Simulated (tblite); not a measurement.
C8H11 (doublet state).
Structure used (GFN2-xTB), in Å, numbered top down from 1:
```xyz
19
C8H11 angstrom
C      0.2968    2.4994    0.9623
C      0.5800    1.6691    0.0245
C     -0.0200    0.2422   -0.1738
C     -0.3481    0.0805   -1.6598
C      1.0467   -0.6852    0.3223
C      1.7715   -1.5193   -0.4039
C     -1.2986    0.1137    0.6070
C     -1.6151   -0.8894    1.4038
H     -0.3267    2.5694    1.8223
H      1.3151    1.8985   -0.7372
H     -0.7460   -0.9156   -1.8452
H      0.5379    0.2298   -2.2726
H     -1.0981    0.8122   -1.9543
H      1.2351   -0.5980    1.3852
H      2.5379   -2.1280    0.0460
H      1.6344   -1.6469   -1.4636
H     -2.0014    0.9202    0.4394
H     -2.5661   -0.9295    1.9077
H     -0.9450   -1.7137    1.5823
```

The geometry is computed with GFN2-xTB (gas phase). This method treats the open shell by occupation alone, without spin polarisation.

Masses are those of the commonest isotopes; rigid-rotor values at the optimised geometry. The values belong to one conformer with, in the numbering `[H]/[C:1]=[CH:2]\[C:3]([CH3:4])([CH:5]=[CH2:6])[CH:7]=[CH2:8]`, C1–C2–C3–C4 136°, C2–C3–C5–C6 -112°, C2–C3–C7–C8 -132°.

Task: What are A, B and C (GHz)?

Result: Ia = 223.36, Ib = 262.42, Ic = 334.30 u·Å²; 505379 MHz·u·Å²/I gives 2263, 1926 and 1512 MHz, that is A = 2.2626, B = 1.9258, C = 1.5117 GHz.

Task: What kind of rotor is it?

Result: An asymmetric top; Ray's κ = 0.103.

Task: Is it planar, by Δ = Ic − Ia − Ib?

Result: Not planar: Δ = Ic − Ia − Ib = -151.47 u·Å². For a rigid frame Δ = −2 Σ m c², so Σ m c² = 75.74 u·Å² lies off the ab plane: 20.98 from hydrogen and 54.76 from heavier atoms. The atom farthest from that plane is 2.40 Å away.

For this open shell read J as N, the rotation without spin; fine and hyperfine splittings come on top. Its GFN2-xTB frequencies are all real (lowest 59 cm⁻¹). Zero-point vibration and centrifugal distortion are left out.

Time: 0.53 s. Hardware: one thread of an Arm Neoverse V1, no GPU (shared host). This is the geometry optimisation.
